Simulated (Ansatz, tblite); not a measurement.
Removing and adding an electron: the cluster Ge3O3 (the lowest singlet isomer of a short search). Total charge 0; singlet. Geometry: r2SCAN-D4/def2-SVP. Ansatz, gas phase; energy differences of separate SCF runs; the oxidised species was run as a doublet alone; the reduced species was run as a doublet alone.

```xyz
6

Ge    1.8516   -0.6013    0.1039
Ge   -0.5286    1.6782    0.8399
Ge   -1.3231   -1.0771   -0.9432
O    -1.5227    0.5010   -0.0955
O     1.0887    0.8848    0.7810
O     0.4341   -1.3857   -0.6862
```

The xTB rows come from tblite. Correlated methods freeze 30 core orbitals; core or outer-core shells of Ge are correlated, in sets that lack core-valence functions. The rows differ in basis, and correlated rows in double-zeta sets carry the largest basis error. The structure comes from a short search, and lower isomers may exist.

```csv
level,−HOMO (eV),vertical IE (eV),−LUMO (eV),vertical EA (eV),HOMO–LUMO gap (eV),IE − EA (eV),remarks
GFN1-xTB,9.78,12.69,7.06,4.64,2.73,8.04,–
GFN2-xTB,11.19,14.48,6.86,3.77,4.33,10.71,–
HF/def2-SVP,–,8.63,–,–,–,–,–
PBE0-D4/def2-TZVP,7.15,8.98,2.04,–,5.11,–,–
PBE0-D4/def2-TZVPD,7.19,–,2.09,0.58,5.10,–,HOMO above zero (-1 doublet)
MP2/def2-SVP,–,9.03,–,–,–,–,–
CCSD/def2-SVP,–,9.04,–,–,–,–,–
CCSD(T)/def2-SVP,–,8.94,–,–,–,–,–
```

Relaxing the reduced species (r2SCAN-D4/def2-SVPD) changes its energy by -0.44 eV at PBE0-D4/def2-TZVPD, so the adiabatic electron affinity to this nearest minimum is 1.02 eV. On the way Ge1–Ge2 forms.  Run but left out: PBE-D4/def2-TZVP, revPBE-D4/def2-TZVP (charge +1 doublet: an occupied level 0.23 to 0.24 eV above an empty one); PBE-D4/def2-TZVPD, revPBE-D4/def2-TZVPD (charge -1 doublet: an occupied level 0.14 to 0.15 eV above an empty one).   A HOMO above zero means that the electron is unbound at that level or that self-interaction error raises the level; the energy of removing that electron tells which. Raw xTB energy differences between charge states are shifted by several eV; the methods need an empirical correction for them.
